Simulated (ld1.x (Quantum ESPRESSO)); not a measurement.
**Which change was made? (Pr, TM semilocal)**

```json
{
 "Element": "praseodymium (Pr)",
 "Generator": "ld1.x (Quantum ESPRESSO) 7.5",
 "Type": "norm-conserving Troullier–Martins (semilocal form)",
 "Functional": "PBE",
 "Relativity": "scalar-relativistic",
 "Frozen core": "[Kr] 4d10",
 "Valence charge": "13",
 "Reference configuration": "4f3 5s2 5p6 5d0 6s2 6p0",
 "Partial waves": "5s (bound): rc 2.05 bohr; 5p (bound): rc 2.50 bohr; 4f (bound): rc 0.95 bohr; 5d (bound, empty): rc 2.55 bohr",
 "Local potential": "the d channel",
 "Core correction": "none"
}
```

Occupied shells without a wave of their own: 6s. They enter only through the test configuration that unscreens the potential.

Cutoffs, loose and tight: the cutoffs (Ry, on a coarse ladder) from which the occupation-weighted sum of valence levels, in a spherical-Bessel basis at the reference potential, stays within 10 and 1 mRy of its value at 400 Ry. They do not see the model core or the augmentation charge, which bear on the density cutoff. Test errors are all-electron minus pseudo excitation energies from the reference, over the configurations 4f3 5s2 5p6 5d0 6s1 6p0; 4f3 5s2 5p6 5d0 6s0 6p0; 4f2 5s2 5p6 5d0 6s0 6p0; 4f3 5s2 5p6 5d0 6s1 6p1; 4f2 5s2 5p6 5d0 6s2 6p0; 4f3 5s2 5p6 5d1 6s0 6p0; 4f1 5s2 5p6 5d0 6s0 6p0; variants that change the core or the reference have their own tests. The largest error is taken over the tests solved by every variant that gives reliable tests at all, those not shown here included: 4f1 5s2 5p6 5d0 6s0 6p0; 4f2 5s2 5p6 5d0 6s0 6p0; 4f2 5s2 5p6 5d0 6s2 6p0; 4f3 5s2 5p6 5d0 6s0 6p0; 4f3 5s2 5p6 5d0 6s1 6p0; 4f3 5s2 5p6 5d1 6s0 6p0.

The base gives: outcome: generated, misses its reference levels by 0.28 eV; cutoff, loose: 300 Ry; cutoff, tight: over 300 Ry; bound ghosts: none; largest test error (meV): -1906.

Task: After one change the result is: outcome: generated, misses its reference levels by 0.48 eV; cutoff, loose: 260 Ry; cutoff, tight: 300 Ry; bound ghosts: none; largest test error (meV): -3465. Which change was it?
A. all radii scaled by about 1.09 (s 2.22, p 2.72, d 2.78, f 1.04 bohr)
B. type PAW, which also changes the form from semilocal to separable; waves now 5s (bound): rcut 1.95, rcutus 2.05 bohr; 6s (bound): rcut 1.95, rcutus 2.05 bohr; 5p (bound): rcut 2.30, rcutus 2.50 bohr; 6p (bound): rcut 2.30, rcutus 2.50 bohr; 5d (bound): rcut 2.20, rcutus 2.55 bohr; 5d channel at 0.65 Ry: rcut 2.20, rcutus 2.55 bohr; 4f (bound): rcut 0.85, rcutus 0.95 bohr; 4f channel at 0.2 Ry: rcut 0.85, rcutus 0.95 bohr; local potential all-electron potential smoothed inside 1.85 bohr (lloc = -1); core correction a·sin(br)/r model core, default radius (ld1.x builds one for every PAW set, though the input has nlcc=.false.); augmentation PSQ, inside the norm-conserving radii
C. wave 4f (bound): rc 0.95 bohr becomes 4f (bound): rc 1.20 bohr
D. reference 4f3 5s2 5p6 5d0 6s1.5 6p0
E. wave 5s (bound): rc 2.05 bohr becomes 5s (bound): rc 3.02 bohr

Result: A. The others give: wave 5s (bound): rc 2.05 bohr becomes 5s (bound): rc 3.02 bohr → outcome: failed: run_pseudo: Errors in PS-KS equation | reference 4f3 5s2 5p6 5d0 6s1.5 6p0 → outcome: generated, misses its reference levels by 0.33 eV; bound ghosts: none; largest test error (meV): -789 over the solved tests; 2 of 7 tests not solved or not reliable | type PAW, which also changes the form from semilocal to separable; waves now 5s (bound): rcut 1.95, rcutus 2.05 bohr; 6s (bound): rcut 1.95, rcutus 2.05 bohr; 5p (bound): rcut 2.30, rcutus 2.50 bohr; 6p (bound): rcut 2.30, rcutus 2.50 bohr; 5d (bound): rcut 2.20, rcutus 2.55 bohr; 5d channel at 0.65 Ry: rcut 2.20, rcutus 2.55 bohr; 4f (bound): rcut 0.85, rcutus 0.95 bohr; 4f channel at 0.2 Ry: rcut 0.85, rcutus 0.95 bohr; local potential all-electron potential smoothed inside 1.85 bohr (lloc = -1); core correction a·sin(br)/r model core, default radius (ld1.x builds one for every PAW set, though the input has nlcc=.false.); augmentation PSQ, inside the norm-conserving radii → outcome: generated; cutoff, loose: 160 Ry; cutoff, tight: 260 Ry; bound ghosts: none; largest test error (meV): +656 | wave 4f (bound): rc 0.95 bohr becomes 4f (bound): rc 1.20 bohr → outcome: generated, misses its reference levels by 0.28 eV; cutoff, loose: 230 Ry; cutoff, tight: 260 Ry; bound ghosts: none; largest test error (meV): -1661. In the semilocal form every listed channel keeps its own potential, so the choice of the local channel does not act on these tests. It acts once the file is put into the separable form.
